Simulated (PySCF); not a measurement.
# Working out the excitation energy of B⁺

B⁺ [He] 2s2 (1S) → B⁺ [He] 2p2 (3P). Calculation: PySCF 2.14, in x2c-QZVPPall (7s4p3d2f1g, 57 functions); scalar relativity by spin-free X2C-1e. Frozen: nothing. Energies in hartree (1 hartree = 27.21139 eV):

```csv
part,B⁺ (lower),B⁺ (upper)
UHF,-24.244372,-23.841653
MP2 opposite-spin,-0.054839,-0.018187
MP2 same-spin,-0.000688,-0.009187
```

**Question.** What does Hartree-Fock give?

**Answer.** (-23.841653) − (-24.244372) = 0.402719 hartree = 10.959 eV.

**Question.** What do MP2 and SCS-MP2 (6/5 opposite-spin, 1/3 same-spin) give?

**Answer.** The opposite-spin parts differ by 0.997 eV and the same-spin parts by -0.231 eV. MP2: 10.959 + (0.997) + (-0.231) = 11.725 eV. SCS-MP2: 10.959 + 1.2 × (0.997) + (-0.231)/3 = 12.078 eV.

Measured between the centres of the two terms (NIST): 12.265 eV, so MP2 (valence and next inner shell) is off by -0.540 eV.

What remains against the reference includes basis incompleteness and correlation beyond second order.
